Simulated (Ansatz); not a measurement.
Born–Oppenheimer molecular dynamics of Cl2H2OSn (6 atoms, charge 0, multiplicity 1). It starts from a relaxed structure.

The calculation used RKS PBE0-D4/def2-SVP (Ansatz 0.2.0).

```json
{"ensemble": "NVT, Nosé–Hoover chain", "time step": "0.5 fs", "steps asked": "100", "set temperature": "700 K", "thermostat": "time constant 100 fs, chain length 3 (defaults)", "seed": "900078"}
```

First frame:

```xyz
6
Properties=species:S:1:pos:R:3
Sn -0.160 0.087 -0.061
O -0.470 0.206 1.873
H -0.142 -0.563 2.355
Cl 2.131 -0.182 -0.435
H -0.775 1.484 -0.798
Cl -1.175 -1.860 -0.861
```

**Question.** How far do the bonds stretch over the last three quarters of this one trajectory? (Pairs bonded in most of those frames.)

**Answer.** 
| bond | mean (Å) | spread (Å) | shortest | longest |
| --- | --- | --- | --- | --- |
| Sn1–O2 | 1.966 | 0.014 | 1.94 | 1.98 |
| Sn1–Cl4 | 2.301 | 0.047 | 2.25 | 2.40 |
| Sn1–H5 | 1.697 | 0.016 | 1.67 | 1.72 |
| Sn1–Cl6 | 2.316 | 0.014 | 2.30 | 2.35 |
| O2–H3 | 0.970 | 0.018 | 0.94 | 1.00 |

Mean temperature of the second half: 328 K. The conserved energy stayed within 0.13 meV per atom of its start (net change 0.096 meV per atom), so the integration is sound. The mean temperature of the second half is 53 % below the set value. A run of 0.05 ps of so small a system gives no equilibrium averages.

The run took 4.3 min on 2 threads of Arm Neoverse V1, with other jobs on the host, peak memory 0.19 GiB.
